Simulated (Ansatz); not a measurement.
Consider the atomization: `C#C[NH][SnH3]` → 2 C• + 5 H• + N• + Sn•.

Calculated with Ansatz (gas phase, PBE0-D4/def2-TZVP geometries, no zero-point term in ΔE). CCSD(T)/CBS is the MP2 limit (def2-TZVPP, def2-QZVPP) plus CCSD(T) − MP2 in def2-TZVPP, frozen cores. This one scheme is used for every species, atoms too. Functionals use def2-TZVPP. B3LYP here is the variant with VWN-RPA as its local correlation; programs differ in this. HSE06 is defined as in plane-wave codes. Open shells (•) are unrestricted, without spin–orbit coupling. Spin–orbit coupling would lower the free atoms: a little for C; strongly for Sn. def2 core potentials past Kr. For Sn outer-core shells are correlated without core-valence functions, so the limit isn't a true one: a few kJ/mol of doubt a bond, and 10 to 20 or more in all where bonds break to atoms.

```csv
level,ΔE (eV),difference from CCSD(T)/CBS
revPBE-D4,31.26,-0.16
r2SCAN0-D4,30.63,-0.79
HSE06-D4,31.40,-0.02
PBE,32.00,0.58
revPBE,30.74,-0.68
BLYP,31.15,-0.27
B3LYP,31.15,-0.27
r2SCANh,30.96,-0.46
HF/def2-TZVPP,21.21,-10.21
SCS-MP2/def2-QZVPP,31.46,0.04
CCSD(T)/CBS,31.42,0
```

Largest T1 diagnostic among the species: 0.014.

From r2SCAN to r2SCAN0 (25 % exact exchange), in def2-TZVPP and without D4, ΔE moves by −0.64 eV: exact exchange takes away binding that semilocal exchange gives to molecules. At CCSD(T), def2-SVP lies −2.13 eV from the extrapolated value and def2-TZVPP −0.95 eV: correlation converges slowly with the basis, and small sets miss more of it in the bonded molecule than in its fragments. The D4 term adds +0.29 eV with B3LYP and +0.15 eV with PBE0; it sums over pairs of atoms, weighted by their polarisabilities, and B3LYP, whose exchange is more repulsive, gets the larger term.

For atomizations the MP2-based limit and the directly extrapolated one differ by several kJ/mol either way, and by 10 to 25 for some Ge, Se and Sn compounds, so smaller differences from it don't rank the levels.
